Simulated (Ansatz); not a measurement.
The first iterations of a band of AlClH2O2 (6 atoms, charge 0, multiplicity 1).

Method: RKS BLYP/def2-SVP (Ansatz 0.2.0).

* movable images: 7
* climbing image: yes
* spring: 5.0 eV/Å²
* optimiser: quadratic models (default)
* start path: through a guess of the saddle point
* force threshold: 0.05 eV/Å
* iteration limit: 60
* end points: relaxed

Image 0:

```xyz
6
Properties=species:S:1:pos:R:3
O -0.159 1.401 -0.846
Al -0.056 -0.101 -0.039
O 1.058 -0.178 1.253
Cl -1.239 -1.768 -0.609
H -0.759 1.561 -1.593
H 1.197 -0.977 1.788
```

Image 8:

```xyz
6
Properties=species:S:1:pos:R:3
O -0.565 1.091 -1.162
Al -0.199 -0.229 -0.141
O 0.967 -0.062 1.101
Cl -1.240 -2.033 -0.489
H -0.126 1.953 -1.061
H 1.207 -0.784 1.706
```

| iteration | highest image above the first end (eV) | largest band force component (eV/Å) |
| --- | --- | --- |
| 1 | 1.539 | 18.892 |
| 2 | 0.232 | 1.196 |
| 3 | 0.143 | 0.891 |

Does the band converge within its limit, and where does its top end?

It converged. It ended after 10 iterations with the highest image 0.095 eV above the first end. A vibrational analysis at the climbing image gives one clearly imaginary mode, 323i cm⁻¹: a first-order saddle point.

Time of the run: 110 s on 1 thread of Arm Neoverse V2, with other jobs on the host, peak memory 0.12 GiB.
